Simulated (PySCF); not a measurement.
Scan of Si3, singlet: symmetric bend, bond length relaxed. Scanned: Si-Si-Si angle. Other coordinates (Si-Si bond length) were minimised at B3LYP/def2-TZVP.

Level of theory: CCSD(T) on RHF/cc-pVTZ, 15 core orbitals frozen run with PySCF.

Scanned values (°): 180, 170, 160, 150, 140, 130, 120, 110, 100, 90, 80.

Task: Describe the profile: where are the wells and the tops?

Result: Lower than their neighbours: 80° (0.00 kJ/mol, end of the scan). Higher than their neighbours: 180° (64.47 kJ/mol, end of the scan). The whole profile spans 64.47 kJ/mol.
